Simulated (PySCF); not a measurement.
Atom-mapped SMILES (the numbers label the heavy atoms): `[CH2:1]1[O:2][CH2:3][C:4]12[CH2:5][O:6][CH2:7]2`. Hydrogens are named by the atom that carries them.

GIAO PBE0/pcSseg-1 shifts (PySCF 2.14, gas phase, non-relativistic, equivalent atoms averaged), each against references optimised in the same way as the molecule (TMS, H2O).

On the GFN2-xTB geometry: C1/C3/C5/C7 82.9, C4 44.7, O2/O6 -0.9, H(C1)/H(C3)/H(C5)/H(C7) 4.82 ppm.

Q: What changes on the PBE0-D3(BJ)/def2-SVP geometry?

A: 
| atoms | δ (ppm) | change |
| --- | --- | --- |
| C1/C3/C5/C7 | 81.8 | -1.1 |
| C4 | 41.6 | -3.1 |
| O2/O6 | -2.0 | -1.1 |
| H(C1)/H(C3)/H(C5)/H(C7) | 4.62 | -0.20 |

Bonds between heavy atoms that differ most (equivalent bonds averaged): C1–O2 1.429 → 1.423 Å. Mean change of bonds to hydrogen: C–H +0.011 Å.
